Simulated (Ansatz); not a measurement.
The cluster Cd5O5. Charge 0, multiplicity 1. Geometry PBE0-D4/def2-SVP.

```tsv
atom	x (Å)	y (Å)	z (Å)
Cd1	1.5433	-0.1269	0.2744
Cd2	-1.2652	-2.7271	1.0989
Cd3	1.1958	0.3938	-2.4589
Cd4	-0.5415	0.6282	2.5396
Cd5	1.8616	-2.5810	1.6309
O6	0.0008	2.1367	-0.9691
O7	-0.4395	-0.8517	-0.7340
O8	-1.4255	1.0790	-1.2576
O9	0.4002	1.8515	0.2167
O10	-1.3300	0.1975	-0.3409
```

In the def2 sets Cd takes a core potential; there is no spin–orbit coupling. HSE06 is defined as in plane-wave codes, on full-range PBE exchange. The structure holds 3 bonds between oxygen atoms, so isomers without such links may lie far lower. The restricted singlet is unstable towards broken spin symmetry in Hartree–Fock (as tested in another run); at PBE-D4/def2-TZVP, r2SCAN-D4/def2-TZVP, PBE0-D4/def2-TZVP, HSE06-D4/def2-TZVP this wasn't settled. Another isomer (singlet) lies 3.22 eV lower at PBE0-D4/def2-TZVP; other spin states weren't run for this one.

Estimate the orbital energies around the gap (eV) in Ansatz with PBE-D4/def2-TZVP, r2SCAN-D4/def2-TZVP, PBE0-D4/def2-TZVP, HSE06-D4/def2-TZVP.


```json
{"orbital": "HOMO−5", "PBE-D4/def2-TZVP": "-6.71", "r2SCAN-D4/def2-TZVP": "-6.98", "PBE0-D4/def2-TZVP": "-7.86", "HSE06-D4/def2-TZVP": "-7.46"}
{"orbital": "HOMO−4", "PBE-D4/def2-TZVP": "-6.06", "r2SCAN-D4/def2-TZVP": "-6.27", "PBE0-D4/def2-TZVP": "-6.98", "HSE06-D4/def2-TZVP": "-6.59"}
{"orbital": "HOMO−3", "PBE-D4/def2-TZVP": "-5.60", "r2SCAN-D4/def2-TZVP": "-5.75", "PBE0-D4/def2-TZVP": "-6.37", "HSE06-D4/def2-TZVP": "-5.98"}
{"orbital": "HOMO−2", "PBE-D4/def2-TZVP": "-5.46", "r2SCAN-D4/def2-TZVP": "-5.61", "PBE0-D4/def2-TZVP": "-6.17", "HSE06-D4/def2-TZVP": "-5.79"}
{"orbital": "HOMO−1", "PBE-D4/def2-TZVP": "-5.20", "r2SCAN-D4/def2-TZVP": "-5.39", "PBE0-D4/def2-TZVP": "-6.00", "HSE06-D4/def2-TZVP": "-5.62"}
{"orbital": "HOMO", "PBE-D4/def2-TZVP": "-5.08", "r2SCAN-D4/def2-TZVP": "-5.27", "PBE0-D4/def2-TZVP": "-5.88", "HSE06-D4/def2-TZVP": "-5.51"}
{"orbital": "LUMO", "PBE-D4/def2-TZVP": "-3.80", "r2SCAN-D4/def2-TZVP": "-3.84", "PBE0-D4/def2-TZVP": "-3.34", "HSE06-D4/def2-TZVP": "-3.65"}
{"orbital": "LUMO+1", "PBE-D4/def2-TZVP": "-3.03", "r2SCAN-D4/def2-TZVP": "-2.99", "PBE0-D4/def2-TZVP": "-2.02", "HSE06-D4/def2-TZVP": "-2.36"}
{"orbital": "LUMO+2", "PBE-D4/def2-TZVP": "-2.57", "r2SCAN-D4/def2-TZVP": "-2.49", "PBE0-D4/def2-TZVP": "-1.85", "HSE06-D4/def2-TZVP": "-2.24"}
{"orbital": "LUMO+3", "PBE-D4/def2-TZVP": "-2.13", "r2SCAN-D4/def2-TZVP": "-2.04", "PBE0-D4/def2-TZVP": "-1.58", "HSE06-D4/def2-TZVP": "-1.92"}
{"orbital": "LUMO+4", "PBE-D4/def2-TZVP": "-1.75", "r2SCAN-D4/def2-TZVP": "-1.62", "PBE0-D4/def2-TZVP": "-1.16", "HSE06-D4/def2-TZVP": "-1.50"}
{"orbital": "LUMO+5", "PBE-D4/def2-TZVP": "-1.70", "r2SCAN-D4/def2-TZVP": "-1.56", "PBE0-D4/def2-TZVP": "-1.09", "HSE06-D4/def2-TZVP": "-1.44"}
```
